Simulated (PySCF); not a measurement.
# A PySCF run on HBr⁻

State: ²Σ⁺ (doublet), unpaired electrons σ ↑.

An equivalent input (the run itself took its basis sets from the Basis Set Exchange, started from a PBE0 density and held the occupation σ 9α 8β, πx 4α 4β, πy 4α 4β, δx 1α 1β, δy 1α 1β):

```python
from pyscf import gto, scf, cc
mol = gto.M(atom='H 0 0 0; Br 0 0 2.299', basis={'H': 'def2-SVPD', 'Br': 'def2-SVPD'},
            charge=-1, spin=1, verbose=4, symmetry='C2v')
mf = scf.UHF(mol)
mf.irrep_nelec = {'A1': (10, 9), 'A2': (1, 1), 'B1': (4, 4), 'B2': (4, 4)}
mf.conv_tol = 1e-9
mf.max_cycle = 60
mf.diis_space = 10
mf.kernel()
mycc = cc.CCSD(mf, frozen=[[0, 1, 2, 3, 4, 5, 6, 7, 8], [0, 1, 2, 3, 4, 5, 6, 7, 8]])
mycc.run(conv_tol=1e-7, conv_tol_normt=1e-5, max_cycle=80, diis_space=8)
et = mycc.ccsd_t()
```

The SCF ended at -2572.67094652 hartree. The coupled-cluster part of the log:

```
******** <class 'pyscf.cc.uccsd.UCCSD'> ********
CC2 = 0
CCSD nocc = (10, 9), nmo = (40, 40)
frozen orbitals [[0, 1, 2, 3, 4, 5, 6, 7, 8], [0, 1, 2, 3, 4, 5, 6, 7, 8]]
max_cycle = 80
direct = 0
conv_tol = 1e-07
conv_tol_normt = 1e-05
diis_space = 8
diis_start_cycle = 0
diis_start_energy_diff = 1e+09
Init t2, MP2 energy = -0.251341508254106
Init E_corr(UCCSD) = -0.25134150825569
cycle = 1  E_corr(UCCSD) = -0.249660140712302  dE = 0.00168136754  norm(t1,t2) = 0.0502963
cycle = 2  E_corr(UCCSD) = -0.254089861237387  dE = -0.00442972053  norm(t1,t2) = 0.0200576
cycle = 3  E_corr(UCCSD) = -0.254717228605327  dE = -0.000627367368  norm(t1,t2) = 0.013877
cycle = 4  E_corr(UCCSD) = -0.255635427360485  dE = -0.000918198755  norm(t1,t2) = 0.00757624
cycle = 5  E_corr(UCCSD) = -0.255644516287397  dE = -9.08892691e-06  norm(t1,t2) = 0.0036707
cycle = 6  E_corr(UCCSD) = -0.255615474267311  dE = 2.90420201e-05  norm(t1,t2) = 0.000834015
cycle = 7  E_corr(UCCSD) = -0.255666388030674  dE = -5.09137634e-05  norm(t1,t2) = 0.000299999
cycle = 8  E_corr(UCCSD) = -0.25566244570535  dE = 3.94232532e-06  norm(t1,t2) = 0.000115729
cycle = 9  E_corr(UCCSD) = -0.255660227501398  dE = 2.21820395e-06  norm(t1,t2) = 4.97309e-05
cycle = 10  E_corr(UCCSD) = -0.255661351260558  dE = -1.12375916e-06  norm(t1,t2) = 2.12105e-05
cycle = 11  E_corr(UCCSD) = -0.255661363652411  dE = -1.23918526e-08  norm(t1,t2) = 9.24164e-06
UCCSD converged
E(UCCSD) = -2572.926607885649  E_corr = -0.2556613636524106
UCCSD(T) correction = -0.00613413529972483
```

T1 diagnostic 0.013, D1 0.070, 19 electrons correlated.

Repeating this along the bond gives Re = 2.477 Å and ωe = 357 cm⁻¹.

A point of this curve took 3.8 CPU seconds beside 0.12 for the integrals, on Intel Xeon 6975P-C (shared host).

Correlated steps freeze 9 core orbitals. Spin–orbit coupling is left out. The state is the lowest determinant that a PBE0 search found; another state may lie lower at other levels.
